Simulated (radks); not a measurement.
Question: Nd+, 59 electrons, occupied as [Kr] 4d10 4f4.5 5s2 5p5.5 6s1 (fractional occupations, a model configuration). All-electron calculation, Dirac Kohn-Sham, LDA (Slater exchange, Perdew-Wang correlation), spin-unpolarised, spherical densities, point nucleus; open shells fill j = l - 1/2 first. Program: a radial shooting solver on a logarithmic mesh with Libxc functionals. Some entries of the table are withheld. Estimate them.

orbital,occ.,eigenvalue (hartree),<1/r> (bohr^-1)
1s1/2,2,-1592.155,66.01
2s1/2,2,-257.5747,15.62
2p1/2,2,-243.7890,15.61
2p3/2,4,-224.6988,14.03
3s1/2,2,(1),5.657
3p1/2,2,-50.06750,5.575
3p3/2,4,-46.25810,5.177
3d3/2,4,-35.95112,(2)
3d5/2,6,-35.12664,(3)
4s1/2,2,-11.23386,2.353
4p1/2,2,(4),2.248
4p3/2,4,(5),2.113
4d3/2,4,-4.52176,1.891
4d5/2,6,-4.37576,1.858
5s1/2,2,-1.69603,0.9002
5p1/2,2,(6),0.7877
5p3/2,3.5,(7),0.7399
6s1/2,1,-0.31105,0.3175
4f5/2,4.5,-0.25775,1.224
4f7/2,0,-0.24357,1.205

Answer: 
(1) 3s1/2 eigenvalue (hartree): -55.96592
(2) 3d3/2 <1/r> (bohr^-1): 5.050
(3) 3d5/2 <1/r> (bohr^-1): 4.950
(4) 4p1/2 eigenvalue (hartree): -9.00979
(5) 4p3/2 eigenvalue (hartree): -8.18067
(6) 5p1/2 eigenvalue (hartree): -1.10445
(7) 5p3/2 eigenvalue (hartree): -0.99312
